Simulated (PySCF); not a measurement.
Species: C₂H₄BCl₃.
Structure used (PBE0-D3(BJ)/def2-SVP), in Å, numbered top down from 1:
```
atom  x, y, z in Å
Cl1   -2.722   -0.044    0.432
C2    -1.005   -0.550    0.461
C3    -0.106    0.498   -0.156
B4     1.425    0.177   -0.173
Cl5    2.559    1.355   -0.800
Cl6    2.062   -1.346    0.418
H7    -0.745   -0.739    1.511
H8    -0.944   -1.505   -0.077
H9    -0.411    0.700   -1.200
H10   -0.238    1.468    0.356
```

Jobs on this species (10 atoms, 72 electrons) with PySCF (density fitting). Hardware of each: Arm Neoverse N1, one thread, on a shared host. Times come from a shared host and carry two figures at best. Peak memory is the resident size of the whole Python process, interpreter and libraries included.

Question: Rank these jobs by wall time, shortest first.
A. LC-wPBE/def2-SVPD; 10 singlets by full TDDFT, 4 Tamm–Dancoff triplets, polarisability, ΔSCF ions; 173 basis functions
B. PBE0/STO-3G; shieldings, charges and field gradients; 46 basis functions
C. LC-wPBE/pcSseg-2; shieldings; 293 basis functions

Answer: B (6.1 s), C (1.9 min), A (3.3 min).

All jobs:

| level and settings | work | basis functions | SCF cycles | wall time | peak memory |
| --- | --- | --- | --- | --- | --- |
| PBE0/STO-3G | shieldings, charges and field gradients | 46 | 11 | 6.1 s | 0.35 GiB |
| PBE0/pcSseg-2 | shieldings | 293 | 13 | 78 s | 1.2 GiB |
| PBE0-D3(BJ)/def2-SVP, grid level 1 | geometry optimisation from a GFN2-xTB start shaken at random | 116 | 57 | 82 s | 0.47 GiB |
| LC-wPBE/pcSseg-2 | shieldings | 293 | 13 | 1.9 min | 1.2 GiB |
| PBE/def2-SVPD | 10 singlets by full TDDFT, 4 Tamm–Dancoff triplets, polarisability, ΔSCF ions | 173 | 14 | 2.5 min | 0.64 GiB |
| LDA/def2-SVPD | 10 singlets by full TDDFT, 4 Tamm–Dancoff triplets, polarisability, ΔSCF ions | 173 | 13 | 2.7 min | 0.51 GiB |
| LC-wPBE/def2-SVPD | 10 singlets by full TDDFT, 4 Tamm–Dancoff triplets, polarisability, ΔSCF ions | 173 | 12 | 3.3 min | 0.81 GiB |
| BHandHLYP/def2-SVPD | 10 singlets by full TDDFT, 4 Tamm–Dancoff triplets, polarisability, ΔSCF ions | 173 | 12 | 3.5 min | 0.79 GiB |
| wB97X-D/def2-SVPD | 10 singlets by full TDDFT, 4 Tamm–Dancoff triplets, polarisability, ΔSCF ions | 173 | 12 | 4.1 min | 0.87 GiB |

Question: What do all jobs in the table cost together?

Answer: About 21 min; the longest takes about 20 % of that, and about 40 times as long as the shortest.
